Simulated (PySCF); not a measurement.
Species: C6H6N2O.
Numbering: `[CH:1]#[C:2][C@@H:3]([C:4]#[N:5])/[N:6]=[CH:7]\[CH2:8][OH:9]` (hydrogens: H10 on C1; H11 on C3; H12 on C7; H13, H14 on C8; H15 on O9)

Geometry (GFN2-xTB, Å), atoms numbered from 1 in this order:
```xyz
15
C6H6N2O angstrom
C     -2.0515    1.6290    0.6250
C     -1.6698    0.4949    0.6324
C     -1.1511   -0.8683    0.6530
C     -1.2812   -1.4332   -0.6797
N     -1.3459   -1.8842   -1.7278
N      0.2173   -0.9606    1.1482
C      1.1845   -0.3983    0.5778
C      1.2033    0.4363   -0.6719
O      2.4614    0.9921   -0.9518
H     -2.4110    2.6146    0.6289
H     -1.7628   -1.4731    1.3411
H      2.1485   -0.5378    1.0609
H      0.8376   -0.1717   -1.5162
H      0.5170    1.2827   -0.5555
H      3.0993    0.2856   -1.1032
```

Computed at B3LYP/pcJ-1 (PySCF, non-relativistic), with Q(14N) = 0.02044 b, Q(17O) = −0.0256 b: N5, 14N (I = 1): χzz = -4.720 MHz, η = 0.054; N6, 14N (I = 1): χzz = -5.197 MHz, η = 0.049; O9, 17O (I = 5/2): χzz = 11.89 MHz, η = 0.938.

Problem. Find the zero-field quadrupole resonance frequencies of 14N at N5.

Solution. From ν± = (3/4)|χ|(1 ± η/3) and ν0 = |χ|η/2: ν+ 3.604 MHz, ν− 3.475 MHz, ν0 0.129 MHz (nitrile nitrogen).

Problem. Where would the pure quadrupole (NQR) lines of 14N at N6 fall for the rigid, isolated species?

Solution. From ν± = (3/4)|χ|(1 ± η/3) and ν0 = |χ|η/2: ν+ 3.962 MHz, ν− 3.834 MHz, ν0 0.128 MHz (imine nitrogen).

Problem. Find the zero-field quadrupole resonance frequencies of 17O at O9.

Solution. From the eigenvalues of H = χ/[4I(2I − 1)] × [3Iz² − I(I + 1) + η(Ix² − Iy²)], steps between neighbouring levels, labelled as for η = 0: ±1/2↔±3/2 3.018 MHz, ±3/2↔±5/2 3.176 MHz (alcohol oxygen).

In a crystal, neighbours and librations shift these lines. GFN2-xTB bond lengths can be off by several hundredths of an ångström, more for odd bonds, and the gradients follow them. These gradients aren't converged with respect to the basis.

The run behind these numbers computed spin–spin couplings as well. Time: 93 s of wall time; peak memory 1.2 GiB. Hardware: an Arm Neoverse N1 with one thread, no GPU, shared host.

One conformer stands for the species.
